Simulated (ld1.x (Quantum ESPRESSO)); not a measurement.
# What one change does to a pseudopotential (lead, TM semilocal)

ld1.x (Quantum ESPRESSO) 7.5 input, shortened:

```
&input
   title='Pb', zed=82., rel=1, dft='PBE', iswitch=3,
   config='[Xe] 4f14 5d10 6s2 6p2'
 /
 &inputp
   pseudotype=1, tm=.true., lloc=0,
   nlcc=.true.
 /
3
6P  2  1   2.00   0.00  2.70  2.70  0.0
5D  3  2  10.00   0.00  1.90  1.90  0.0
6S  1  0   2.00   0.00  1.60  1.60  0.0
 &test
   configts(1)='5d10 6s2 6p2'
 /
```

Change: all radii but the core radius scaled by about 1.40 (s 2.24, p 3.78, d 2.66 bohr).

Cutoffs: the cutoffs (Ry, on a coarse ladder) from which the occupation-weighted sum of valence levels, in a spherical-Bessel basis at the reference potential, stays within 10 and 1 mRy of its value at 400 Ry; they do not see the model core or the augmentation charge, which bear on the density cutoff. Errors are all-electron minus pseudo energies relative to the spin-unpolarised reference configuration.

Task: Predict the effect on cutoff, ghosts and configuration errors.

Result: The potential gets softer (55 Ry and 100 Ry → 40 Ry and 70 Ry); of the 7 tests that both files solve, the error grows in 5 and shrinks in 2 by more than 15 % and 0.3 meV (median size 14.7 → 55.9 meV); neither file shows a bound ghost. A larger radius leaves more room for a smooth pseudo-wave, so fewer plane waves are needed. A semilocal file is local in each channel, so a ghost entry of none says nothing of the separable form that plane-wave codes build from it.

```csv
quantity,base,changed
"cutoff, loose",55 Ry,40 Ry
"cutoff, tight",100 Ry,70 Ry
loose cutoff by channel (10 mRy a level),"p 6 Ry, d 45 Ry, s 30 Ry","p 6 Ry, d 35 Ry, s 12 Ry"
bound ghosts,none,none
"error for 5d10 6s2 6p1, meV [ΔE 6.58 eV]",-3.5,-4.3
"error for 5d10 6s2 6p0, meV [ΔE 20.02 eV]",-19,-56
"error for 5d10 6s1 6p0, meV [ΔE 52.43 eV]",-36,-172
"error for 5d10 6s0 6p4, meV [ΔE 17.83 eV]",-15,+56
"error for 5d10 6s1 6p3, meV [ΔE 8.74 eV]",-4.0,+12
"error for 5d9 6s2 6p3, meV [ΔE 19.33 eV]",-96,+64
"error for 5d10 6s2 6p1.5, meV [ΔE 2.49 eV]",-1.0,-0.7
```
